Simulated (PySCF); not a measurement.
AlFH4O2SSi.

```xyz
10

Si    -1.8021    -0.3873     0.0955
F     -0.6135    -0.6492    -1.1501
S     -0.5424     0.6084     1.4209
Al     0.9652     0.1007    -0.2352
O      1.5750     1.3609    -1.2044
O      1.9210    -1.2703     0.0811
H     -2.2682    -1.7504     0.4404
H     -2.8673     0.3870    -0.5858
H      1.2629     2.2687    -1.2174
H      2.7865    -1.4080    -0.3134
```
Charge 0, spin multiplicity 1.

Coordinates come from a B3LYP-D3(BJ)/def2-SVP optimisation. The structure was generated by enumeration; whether it is a known compound was not checked. Other conformers were not sampled.

All values below come from B3LYP/pcSseg-1 run with PySCF. Non-relativistic, no solvent.

Computed absolute GIAO shielding of each atom: isotropic value and principal components (ppm):
| atom | σ(iso) | σ11 | σ22 | σ33 | span |
|---|---|---|---|---|---|
| Si1 | 291.1 | 221.9 | 303.9 | 347.5 | 125.5 |
| F2 | 313.6 | 241.2 | 279.8 | 419.8 | 178.6 |
| S3 | 734.2 | 551.9 | 739.0 | 911.6 | 359.7 |
| Al4 | 471.5 | 398.0 | 478.0 | 538.3 | 140.3 |
| O5 | 295.1 | 265.9 | 278.2 | 341.0 | 75.0 |
| O6 | 310.4 | 280.1 | 292.0 | 359.2 | 79.1 |
| H7 | 25.5 | 22.0 | 22.8 | 31.7 | 9.7 |
| H8 | 25.5 | 22.0 | 22.8 | 31.8 | 9.8 |
| H9 | 29.7 | 22.1 | 24.3 | 42.7 | 20.6 |
| H10 | 29.9 | 21.6 | 23.2 | 45.0 | 23.3 |
